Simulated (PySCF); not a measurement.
# Spinor energies of Ni⁻ (nickel, charge -1)

Start: [Ar] 3d9 4s2; 3d3/2 filled at m_j = -1/2, +1/2, +3/2; 3d5/2 filled at m_j = -5/2, -3/2, -1/2, +1/2, +3/2, +5/2. Calculated with PySCF 2.14 in x2c-TZVPall-2c with one added diffuse shell each of s, p, d type (7s8p5d1f, 63 functions): generalised Hartree-Fock with the X2C-1e Hamiltonian and a Gaussian nucleus; one run each with spin-orbit coupling (SO) screened by Boettger's factors, then bare. This is a chosen level, not necessarily the ground level.

```csv
spinor shell,electrons,"ε, screened SO (eV)","ε, bare SO (eV)",weight of nominal j (bare SO),"rms radius, bare SO (bohr)"
1s1/2,2,-8391.4,-8391.4,1.000,0.0624
2s1/2,2,-1039.2,-1039.2,1.000,0.265
2p1/2,2,-900.25,-901.21,1.000,0.236
3s1/2,2,-124.61,-124.62,1.000,0.799
3p1/2,2,-79.208,-79.317,0.964,0.849
3p3/2,4,-78.522,-78.486,0.982,0.861
3d3/2,3,-6.650,-6.884,0.699,1.24
3d5/2,6,-6.793,-6.677,0.847,1.25
4s1/2,2,-0.514,-0.515,1.000,5.04
```

Where does 2p3/2 lie, and what is the 2p spin-orbit splitting (bare SO)?

At -882.40 eV, 18.815 eV above 2p1/2.

```tsv
quantity	screened SO	bare SO
E (hartree)	-1519.02932	-1519.03223
M_J	3/2	3/2
⟨J²⟩	3.860	3.815
⟨L²⟩	6.010	6.011
⟨S²⟩	0.754	0.755
```

Each row is a mean over spinors that exchange with the open shell spreads, by up to 5.578 eV (3p1/2).

Rows whose weight is well below 1 are mixtures of j = l ± 1/2: exchange outweighs spin-orbit coupling there, and the label is only the starting occupation.

⟨J²⟩ departs a little from M_J(M_J + 1) because the unrestricted spinors polarise the closed shells.
